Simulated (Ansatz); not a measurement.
Consider the ligand exchange at the Si–Br bond: `[SiH3]Br` + `NC=O` → `O=CN[SiH3]` + HBr.

Program: Ansatz. Geometries: PBE0-D4/def2-TZVP. ΔE: electronic, gas phase. CCSD(T)/CBS adds triple-zeta CCSD(T) − MP2 to the extrapolated MP2 energy (def2 sets, frozen cores). This one scheme is used for every species. DFT in def2-TZVPP. For Br outer-core shells are correlated without core-valence functions, which leaves a few kJ/mol of doubt a bond. Scalar relativity is left out up to krypton. Each species was taken in one conformer, which may not be the lowest.

CCSD(T)/CBS gives +39.5 kJ/mol.

(1) Another level gave +48.3 kJ/mol. Which?
A. PBE/def2-TZVPP
B. RPA@PBE/def2-TZVPP
C. revPBE-D4/def2-TZVPP
D. BLYP-D4/def2-TZVPP

Largest T1 diagnostic among the species: 0.016.

Answers

(1) A. PBE 48.3, BLYP-D4 37.6, RPA@PBE/def2-TZVPP 30.4, revPBE-D4 41.8 kJ/mol.

In def2-TZVPP, CCSD(T) changes the Hartree–Fock value by −12.3 kJ/mol (the triples alone add −1.4 kJ/mol) and MP2 by −8.5 kJ/mol. At CCSD(T), def2-SVP lies −10.1 kJ/mol from the extrapolated value and def2-TZVPP −5.2 kJ/mol.
